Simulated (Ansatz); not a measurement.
The same hydrogenolysis along the group B, Al, Ga, In.

Gas-phase electronic energies from Ansatz, PBE0-D4/def2-TZVP geometries. CCSD(T)/CBS is the MP2 limit (def2-TZVPP, def2-QZVPP) plus CCSD(T) − MP2 in def2-TZVPP, frozen cores. This one scheme is used for every species. Functionals use def2-TZVPP. Elements past krypton have def2 core potentials. For Ga, In outer-core shells are correlated without core-valence functions, which leaves a few kJ/mol of doubt a bond. Scalar relativity is left out up to krypton.

```json
{"reaction": "`BC=C` + H₂ → BH₃ + `C=C`", "r2SCAN-D4 (eV)": "0.19", "ωB97X-V (eV)": "0.09"}
{"reaction": "`C=[CH][AlH2]` + H₂ → `[AlH3]` + `C=C`", "r2SCAN-D4 (eV)": "-0.05", "ωB97X-V (eV)": "-0.12"}
{"reaction": "`C=[CH][GaH2]` + H₂ → `[GaH3]` + `C=C`", "r2SCAN-D4 (eV)": "-0.18", "ωB97X-V (eV)": "-0.24"}
{"reaction": "`C=[CH][InH2]` + H₂ → `[InH3]` + `C=C`", "r2SCAN-D4 (eV)": "-0.35", "ωB97X-V (eV)": "-0.39"}
```

**Question.** Give the CCSD(T)/CBS values in the same order. (Best estimate.)

**Answer.** Ansatz gave: 0.12, -0.08, -0.14, -0.29 eV.

Largest T1 diagnostic: 0.014, for `[InH3]`.
